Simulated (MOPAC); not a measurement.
MOPAC input (PM3):

```
PM3 1SCF UHF MS=0.5 GEO-OK AUX(PRECISION=9) THREADS=1
C2H6BO

C     1.91768900 1   -0.30184100 1   -0.56436400 1
B     0.65176400 1    0.18029300 1    0.21162300 1
O    -0.59755400 1   -0.12441300 1   -0.13571400 1
C    -1.75870700 1    0.31494100 1    0.57194700 1
H     2.57417000 1   -0.87464300 1    0.09598000 1
H     1.66167900 1   -0.92177400 1   -1.43061700 1
H     2.50418300 1    0.55497400 1   -0.90644100 1
H    -1.48126200 1    0.92961200 1    1.42919800 1
H    -2.30993100 1   -0.56349900 1    0.90677000 1
H    -2.38111500 1    0.89057000 1   -0.11279500 1
```

From the output:

```
                                                       MOPAC v23.2.5 Linux

          FINAL HEAT OF FORMATION =        -39.68486 KCAL/MOL =    -166.04144 KJ/MOL

          COSMO AREA              =        107.91 SQUARE ANGSTROMS
          COSMO VOLUME            =         89.35 CUBIC ANGSTROMS

          IONIZATION POTENTIAL    =          9.736450 EV
          ALPHA SOMO LUMO (EV)    =         -9.736  2.063
          BETA  SOMO LUMO (EV)    =        -11.969  1.390
          NO. OF ALPHA ELECTRONS  =         12
          NO. OF BETA  ELECTRONS  =         11
          MOLECULAR WEIGHT        =         56.8788         POINT GROUP:  Cs

          MOLECULAR DIMENSIONS (Angstroms)

            Atom       Atom       Distance
            H    10    H     5     5.26445
            H     9    H     7     3.32139
            H     6    H     8     2.82079

          SCF CALCULATIONS        =          1

   ATOM   CHEMICAL          X               Y               Z
  NUMBER   SYMBOL      (ANGSTROMS)     (ANGSTROMS)     (ANGSTROMS)

     1       C          1.91768900  *  -0.30184100  *  -0.56436400  *
     2       B          0.65176400  *   0.18029300  *   0.21162300  *
     3       O         -0.59755400  *  -0.12441300  *  -0.13571400  *
     4       C         -1.75870700  *   0.31494100  *   0.57194700  *
     5       H          2.57417000  *  -0.87464300  *   0.09598000  *
     6       H          1.66167900  *  -0.92177400  *  -1.43061700  *
     7       H          2.50418300  *   0.55497400  *  -0.90644100  *
     8       H         -1.48126200  *   0.92961200  *   1.42919800  *
     9       H         -2.30993100  *  -0.56349900  *   0.90677000  *
    10       H         -2.38111500  *   0.89057000  *  -0.11279500  *

                             CARTESIAN COORDINATES

   1    C        1.917689000    -0.301841000    -0.564364000
   2    B        0.651764000     0.180293000     0.211623000
   3    O       -0.597554000    -0.124413000    -0.135714000
   4    C       -1.758707000     0.314941000     0.571947000
   5    H        2.574170000    -0.874643000     0.095980000
   6    H        1.661679000    -0.921774000    -1.430617000
   7    H        2.504183000     0.554974000    -0.906441000
   8    H       -1.481262000     0.929612000     1.429198000
   9    H       -2.309931000    -0.563499000     0.906770000
  10    H       -2.381115000     0.890570000    -0.112795000

           Empirical Formula: C2 H6 O B  =    10 atoms

      MOLECULAR POINT GROUP   :   Cs

          ALPHA EIGENVALUES
 -39.25112 -30.90295 -27.37259 -19.86902 -17.03430 -16.44457 -15.13966 -13.86637
 -13.53435 -12.61488 -11.99639  -9.73645   2.06272   2.45939   3.76596   3.99527
   4.06053   4.32397   4.50721   4.61971   4.67577   6.43009

           BETA EIGENVALUES
 -39.18352 -30.68624 -27.33511 -18.96866 -16.40262 -16.39200 -14.24739 -13.79292
 -13.38898 -12.32348 -11.96926   1.39046   2.41413   2.50952   3.77919   4.06629
   4.06809   4.50396   4.65960   4.72133   5.08470   6.54076

              NET ATOMIC CHARGES AND DIPOLE CONTRIBUTIONS

  ATOM NO.   TYPE          CHARGE      No. of ELECS.   s-Pop       p-Pop
    1          C          -0.187591        4.1876     1.11957     3.06802
    2          B          -0.025589        3.0256     1.30645     1.71914
    3          O          -0.196859        6.1969     1.73106     4.46580
    4          C           0.096904        3.9031     1.12713     2.77596
    5          H           0.075296        0.9247     0.92470
    6          H           0.063402        0.9366     0.93660
    7          H           0.075296        0.9247     0.92470
    8          H           0.033429        0.9666     0.96657
    9          H           0.032857        0.9671     0.96714
   10          H           0.032857        0.9671     0.96714
 DIPOLE           X         Y         Z       TOTAL
 POINT-CHG.    -0.697     0.319     0.503     0.917
 HYBRID        -0.329    -0.436    -0.598     0.810
 SUM           -1.026    -0.117    -0.095     1.038

          ATOMIC ORBITAL ELECTRON POPULATIONS

     Atom    s        px        py        pz
    1  C   1.11957   1.03578   1.01900   1.01324
    2  B   1.30645   0.66723   0.46254   0.58938
    3  O   1.73106   1.27279   1.63774   1.55527
    4  C   1.12713   0.84817   0.97740   0.95040
    5  H   0.92470
    6  H   0.93660
    7  H   0.92470
    8  H   0.96657
    9  H   0.96714
   10  H   0.96714

                    (SZ)    =    0.500000
                    (S**2)  =    0.753428

          ATOMIC ORBITAL SPIN POPULATIONS

    Atom   Total    s     px     py     pz
         Atomic
    1  C  0.1495  0.030  0.063  0.021  0.036
    2  B  0.7165  0.241 -0.014  0.168  0.321
    3  O  0.1132 -0.003  0.038  0.024  0.055
    4  C  0.0097  0.005  0.004  0.001 -0.000
    5  H -0.0106 -0.011
    6  H  0.0336  0.034
    7  H -0.0106 -0.011
    8  H  0.0017  0.002
    9  H -0.0015 -0.001
   10  H -0.0015 -0.001

 **********************
 *                    *
 * JOB ENDED NORMALLY *
 *                    *
 **********************

 == MOPAC DONE ==
```

The geometry given is a B3LYP-D3(BJ)/def2-TZVP minimum.
